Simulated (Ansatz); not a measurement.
CH$_{3}$F$_{2}$InO (`[OH][In]([F])[CH2]F`), charge 0, multiplicity 1.

(1) Give a relaxed structure at PBE0-D4/def2-TZVP (Ansatz). (An estimate is asked.)

Answers

(1) Ansatz gave: 
Z-matrix (Å, degrees):
```
C
F 1 1.380
In 1 2.164 2 111.1
H 1 1.092 2 109.1 3 120.5
H 1 1.092 2 109.1 3 -120.5
F 3 1.952 1 116.2 2 -178.7
O 3 1.968 1 135.7 2 1.4
H 7 0.961 3 113.2 1 -0.1
```
Point group Cs.
